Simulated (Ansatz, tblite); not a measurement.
Forces on the cluster Ge₄O₁₀H₄ at its PBE-D4/def2-SVP geometry. Total charge 0; singlet.

The xTB rows come from tblite. The structure holds one bond between oxygen atoms, so isomers without such links may lie far lower. The structure comes from a short search, and lower isomers may exist.

GFN1-xTB (tblite), largest force 1.77 eV/Å:

```xyz
18
positions Å, forces eV/Å
Ge    1.885   -1.345   -1.585   -0.061   -0.551   -0.278
Ge    0.370    0.589    1.650   -0.328   -0.404   -0.313
Ge   -0.451   -0.251   -1.265    0.624    0.347    0.813
Ge   -1.640    2.176    0.549    0.564   -0.366   -0.065
O    -2.524    3.373   -0.143    0.647   -0.853    0.613
O    -2.282   -0.339   -1.056    0.343    0.666    1.601
O    -0.803   -0.845    1.707    1.082   -0.400    0.098
O     0.397   -1.676   -0.516    0.228    0.230   -0.649
O    -0.147    1.211   -0.215   -0.283   -0.316   -0.559
O     0.714   -0.246   -2.606   -0.330    0.097    0.222
O     2.018    0.364    1.729   -1.378    0.293    0.364
O    -0.854    1.849    2.139   -0.108    0.254   -0.423
O     3.080   -0.512   -0.628   -0.619    0.143    0.402
O    -2.583    0.225    0.261    0.416   -1.144   -1.235
H     2.709   -0.129    0.242    0.367   -0.501   -1.118
H    -0.339   -1.598    1.258   -0.449    0.825    0.552
H     2.457   -2.471   -2.455   -0.440    0.864    0.749
H    -2.007   -0.375    0.932   -0.273    0.815   -0.775
```

GFN2-xTB (tblite), largest force 2.19 eV/Å:

```
Ge 1.035 0.180 0.326
Ge 1.426 -0.605 0.740
Ge 0.611 0.249 -0.236
Ge -0.749 1.722 -0.224
O 1.241 -1.545 0.938
O 0.309 0.483 1.218
O 1.165 -0.317 -0.302
O 0.043 0.598 -0.565
O -0.141 -0.560 -0.847
O -0.622 -0.054 0.795
O -2.152 0.385 0.085
O -0.120 -0.016 -0.839
O -1.218 -0.404 -0.147
O -0.133 -0.908 -1.276
H 0.544 -0.237 -0.614
H -0.538 0.444 0.632
H -0.408 0.388 0.321
H -0.292 0.199 -0.006
```

PBE0-D4/def2-SVP (Ansatz), largest force 1.03 eV/Å:

```
Ge -0.022 0.235 0.166
Ge 0.037 -0.002 0.049
Ge 0.219 -0.027 0.142
Ge 0.022 0.188 -0.008
O 0.525 -0.725 0.389
O 0.520 0.425 0.703
O 0.638 0.158 -0.452
O 0.107 0.767 -0.614
O -0.542 -0.497 0.240
O -0.228 -0.332 0.945
O -0.919 0.104 -0.113
O 0.119 -0.399 -0.930
O -0.779 -0.070 0.135
O 0.793 -0.407 -0.364
H 0.270 -0.211 -0.440
H -0.293 0.372 0.274
H -0.140 0.184 0.160
H -0.326 0.238 -0.281
```
